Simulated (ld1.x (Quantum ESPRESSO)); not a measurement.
# Si: TM pseudisation with PBE, non-relativistic reference atom.

ld1.x (Quantum ESPRESSO) 7.5 input, shortened:

```
&input
   title='Si', zed=14., rel=0, dft='PBE', iswitch=3,
   config='[Ne] 3s2 3p1'
 /
 &inputp
   pseudotype=2, tm=.true., lloc=0,
   nlcc=.true., new_core_ps=.true., rcore=1.10
 /
2
3P  2  1   1.00   0.00  2.10  2.10  0.0
3S  1  0   2.00   0.00  1.65  1.65  0.0
 &test
   configts(1)='3s2 3p1'
 /
```

All-electron outer shells of the reference configuration (PBE, non-relativistic, ld1.x):

```csv
shell,level (eV),outermost node (bohr),outermost maximum (bohr)
3s,-18.99,0.72,1.75
3p,-11.67,0.71,2.04
```

**Question.** Estimate the cutoffs (Ry, on a coarse ladder) from which the occupation-weighted sum of valence levels, in a spherical-Bessel basis at the reference potential, stays within 10 and 1 mRy of its value at 400 Ry.

**Answer.** 15 Ry and 40 Ry.

**Question.** What does a ghost test show?

**Answer.** No extra level below or beside the all-electron valence levels (p, s, d, f tested).

**Question.** Which valence shell sets the plane-wave cutoff?

**Answer.** 3s: its level needs 35 Ry to come within 1 mRy, against 12 Ry for 3p.

**Question.** Tests: 3s2 3p2; 3s2 3p0; 3s1 3p0; 3s2 3p2.3; 3s1 3p2; 3s1 3p3; 3s2 3p1.5. Which has the largest error in its energy relative to the reference configuration, and how large is it?

**Answer.** 3s1 3p0, with +34 meV (all-electron minus pseudo) on +49.91 eV.
